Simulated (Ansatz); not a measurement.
# Redistribution: CClF3 + C2H6Si → SiH3(CF3) + C2H3Cl

Species: CClF3 `FC(F)(F)Cl`, singlet; C2H6Si (vinylsilane) `C=C[SiH3]`, singlet; SiH3(CF3), singlet; C2H3Cl `C=CCl`, singlet. The partners trade Cl for SiH3; both sit on C, so the bond types are kept.

Shapes, held fixed at every level: PBE0-D4/def2-TZVP. Programs: Ansatz 0.2.0. The zero-point and thermal change to 298 K, harmonic and unscaled (PBE0-D4/def2-TZVP), is -0.3 kJ/mol.

```tsv
level	kind	ΔH(298 K) (kJ/mol)	less CCSD(T)/CBS estimate	CPU time (sum over the molecules)
PBE-D4/def2-TZVPP	GGA	+8.1	-3.1	15 s
r2SCAN-D4/def2-TZVPP	meta-GGA	+13.4	+2.2	24 s
BHLYP-D4/def2-TZVPP	global hybrid	+11.7	+0.5	16 s
PBE0-D4/def2-TZVPP	global hybrid	+13.3	+2.1	16 s
wB97X-V/def2-TZVPP	range-separated hybrid	+11.5	+0.3	40 s
CCSD(T)/def2-SVP	coupled cluster or CI	+24.5	+13.3	17 s
CCSD/def2-SVP	coupled cluster or CI	+23.5	+12.3	–
CCSD(T)/CBS estimate	coupled cluster or CI	+11.2	0.0	9.9 min
```

The highest level, CCSD(T)/CBS estimate, gives ΔH(298 K) = +11.2 kJ/mol; the levels span +8.1 to +24.5. The column of differences is taken from that level and isn't an error. No measured value is set beside it here. The CBS estimate extrapolates MP2 from def2-TZVPP and def2-QZVPP and adds CCSD(T) − MP2 in the triple-zeta set, cores frozen. Times are processor times on shared x86 and Arm servers, and rough.
